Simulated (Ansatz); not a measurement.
The molecule NaB, multiplicity 3 (lowest of 2S+1 = 1, 3 at CCSD(T)/def2-TZVPP on PBE0 minima; our sources give no spin for the ground state, which may be another).

D_e counts from the fitted minimum to each atom's lowest state at the same level, without counterpoise.

Run with Ansatz (a program for electronic structure) with Gaussian orbitals. 

Question: One of these levels gives 21.89 kcal/mol for the bond energy D_e. Name it.
(A) B3LYP/def2-TZVPP
(B) BHLYP/def2-TZVPP
(C) r2SCAN/def2-TZVPP
(D) PBE0/def2-TZVPP

Answer: D, PBE0/def2-TZVPP. The others give 25.67 (r2SCAN/def2-TZVPP), 19.33 (B3LYP/def2-TZVPP), 16.18 (BHLYP/def2-TZVPP)
